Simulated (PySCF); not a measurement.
## C5H8FNSi2: full NMR table

| Property | Result |
| --- | --- |
| Formula | C5H8FNSi2 |
| SMILES | C=C/C([SiH2]F)=C(/[SiH3])C#N |
| InChI | InChI=1S/C5H8FNSi2/c1-2-5(9-6)4(8)3-7/h2H,1,9H2,8H3/b5-4- |
| Point group of the computed structure | C1 |
| Degrees of unsaturation | 4 |
| Carbon signals | 5 |
| Proton signals | 5 |

Molfile (atoms numbered from 1):
```
C5H8FNSi2
     RDKit          3D

 17 16  0  0  0  0  0  0  0  0999 V2000
   -2.6618    0.7112   -0.5193 C   0  0  0  0  0  0  0  0  0  0  0  0
   -1.4094    1.0631   -0.2459 C   0  0  0  0  0  0  0  0  0  0  0  0
   -0.3259    0.1309    0.0236 C   0  0  0  0  0  0  0  0  0  0  0  0
   -0.7785   -1.6461    0.4859 Si  0  0  0  0  0  4  0  0  0  0  0  0
    0.4449   -2.2757    1.3277 F   0  0  0  0  0  0  0  0  0  0  0  0
    0.9581    0.5680   -0.0527 C   0  0  0  0  0  0  0  0  0  0  0  0
    2.5511   -0.4571    0.1440 Si  0  0  0  0  0  4  0  0  0  0  0  0
    1.2292    1.9153   -0.3398 C   0  0  0  0  0  0  0  0  0  0  0  0
    1.5168    3.0068   -0.5598 N   0  0  0  0  0  0  0  0  0  0  0  0
   -3.4158    1.4473   -0.7402 H   0  0  0  0  0  0  0  0  0  0  0  0
   -2.9745   -0.3192   -0.5528 H   0  0  0  0  0  0  0  0  0  0  0  0
   -1.1397    2.1130   -0.2560 H   0  0  0  0  0  0  0  0  0  0  0  0
   -0.9149   -2.5151   -0.6760 H   0  0  0  0  0  0  0  0  0  0  0  0
   -1.8838   -1.6870    1.4319 H   0  0  0  0  0  0  0  0  0  0  0  0
    2.8059   -0.6453    1.5700 H   0  0  0  0  0  0  0  0  0  0  0  0
    3.6256    0.3191   -0.4770 H   0  0  0  0  0  0  0  0  0  0  0  0
    2.3658   -1.7174   -0.5735 H   0  0  0  0  0  0  0  0  0  0  0  0
  1  2  2  0
  2  3  1  0
  3  4  1  0
  4  5  1  0
  3  6  2  0
  6  7  1  0
  6  8  1  0
  8  9  3  0
  1 10  1  0
  1 11  1  0
  2 12  1  0
  4 13  1  0
  4 14  1  0
  7 15  1  0
  7 16  1  0
  7 17  1  0
M  END
```

Method: GIAO PBE0/pcSseg-1 shieldings, geometry from GFN2-xTB, in PySCF 2.14.0 with density-fitted response routines (averaged over atoms made equivalent by symmetry, fast rotation or ring inversion, no relativistic terms, one computed conformer, no solvent model).

Shifts are taken against calculated references (same method and geometry level): ¹H (σref 31.72) and ¹³C (σref 186.93) and ²⁹Si (σref 349.16) vs TMS; ¹⁹F (σref 170.95) against CFCl3; ¹⁵N (σref 267.73) against NH3.

| carbon | δC, type | δH (multiplicity) | HMBC from (2–3 bonds) | span of the C tensor (ppm) |
| --- | --- | --- | --- | --- |
| C1 | 129.3, CH2 | H10 5.87 (m); H11 5.31 (m) | H12 | 212 |
| C2 | 149.1, CH | 7.67 (m) | H10, H13/H14, H11 | 220 |
| C3 | 174.0, C | – | H12, H10, H13/H14, H11, H15/H16/H17 | 258 |
| C6 | 128.3, C | – | H12, H13/H14, H15/H16/H17 | 205 |
| C8 | 122.9, C | – | H15/H16/H17 | 355 |

Other nuclei:
| atoms | nucleus | environment | δ (ppm) | σ (ppm) |
| --- | --- | --- | --- | --- |
| H13/H14 | ¹H | hydrogen on a silicon bonded to C, F | 5.67 | 26.05 |
| H15/H16/H17 | ¹H | hydrogen on a silicon bonded to C | 4.48 | 27.23 |
| F5 | ¹⁹F | fluorine bonded to Si | -225.9 | 396.9 |
| Si4 | ²⁹Si | silicon bonded to C, F, 2 H | -2.1 | 351.2 |
| Si7 | ²⁹Si | silicon bonded to C, 3 H | -66.5 | 415.7 |
| N9 | ¹⁵N | nitrile nitrogen | 344.8 | -77.0 |

Carbon types of the structure: 3 × C, 1 × CH, 1 × CH2, leaving 5 H on heteroatoms. δC 174.0, 128.3: fully substituted alkene carbon. δC 149.1: alkene CH; an sp2 carbon of a C=C bond. δC 129.3: terminal =CH2 carbon; the olefinic region. δC 122.9: nitrile carbon; C≡N carbons fall here, among the sp2 signals but without a proton. δH 7.67: hydrogen on an alkene CH; olefinic region.

Splittings by ¹⁹F in the carbon and heteronuclear signals aren't shown, as no couplings were computed. Shifts are as computed. Against solution values, carbons near 30 ppm lie about +3 ppm off and those near 130 ppm about +5 ppm. Of 1309 compounds with measured shifts, 239 miss one by over three times the rms of a fit or turn the order of signals round; such compounds aren't used in these exercises. Unscaled 19F shifts against computed CFCl3 carry errors that often reach 10 to 50 ppm. Experimental scales use liquid or dissolved standards, which lie at an offset from isolated NH3 (liquid NH3: subtract about 20 ppm). Unscaled 15N shifts of sp2 nitrogen come out 20 to 40 ppm too high even then. Multiplicities follow the n + 1 count of equivalent neighbours, as no J values were calculated; m marks all less simple cases, F and P coupling included.
